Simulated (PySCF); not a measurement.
Gas-phase reaction: GaBr3 + 2 GaH3 → 3 GaBr + 3 H2, at 800 K and a standard pressure of 1 bar. Level: B3LYP/def2-TZVP†.

Energies from PySCF, thermal terms from the rigid-rotor harmonic-oscillator model, ideal gas at 1 bar. † marks an energy on the PBE0/def2-TZVP geometry and frequencies. All species are closed-shell singlets. B3LYP is the form with VWN-RPA correlation. Br, Ga: all electrons, no relativistic terms. GaH3: computed as isolated molecules; such fragments, hydroxides, amides, oligomers or adducts are transient or little studied in the gas. The harmonic model lacks anharmonicity and excited electronic states, which grow with temperature; levels with a mode under 35 cm⁻¹ are left out. Soft modes under 120 cm⁻¹ make the harmonic entropy rough for GaBr3.

```
species       E (Ha)  H(800 K) − E (kJ/mol)  S°(800 K) (J/mol/K)
-------  -----------  ---------------------  -------------------
GaBr3    -9647.62703                   67.1                440.4
GaH3     -1926.67777                   87.1                270.7
GaBr     -4499.15969                   30.1                288.3
H2          -1.17967                   49.7                159.2
```
E: electronic energy; H − E holds the zero-point and thermal terms. 1 Ha = 2625.5 kJ/mol.

Q: Work out ΔH°, ΔS°, ΔG° and log10 K from these numbers.

A: 1. ΔE = 3×(-4499.15969) + 3×(-1.17967) − 1×(-9647.62703) − 2×(-1926.67777) = -0.03551 Ha = -93.2 kJ.
2. Δ(H − E) = 3×(30.1) + 3×(49.7) − 1×(67.1) − 2×(87.1) = -1.9 kJ, so ΔH° = -95.1 kJ.
3. ΔS° = 3×(288.3) + 3×(159.2) − 1×(440.4) − 2×(270.7) = 360.7 J/K; the number of gas molecules changes by +3.
4. ΔG° = ΔH° − TΔS° = -95.1 − 800×(360.7)/1000 = -383.7 kJ.
5. log10 K = −ΔG°/(RT ln 10) = 25.05, with RT ln 10 = 15.32 kJ/mol; at standard pressures the products are favoured.
6. A shift of 10 kJ in ΔE would move log10 K by 0.65 here.
For scale, ΔH°(298 K) is -99 kJ at this level, -31 kJ at ωB97M-V/def2-TZVP†, and runs from -152 to 45 kJ over the 20 levels computed.
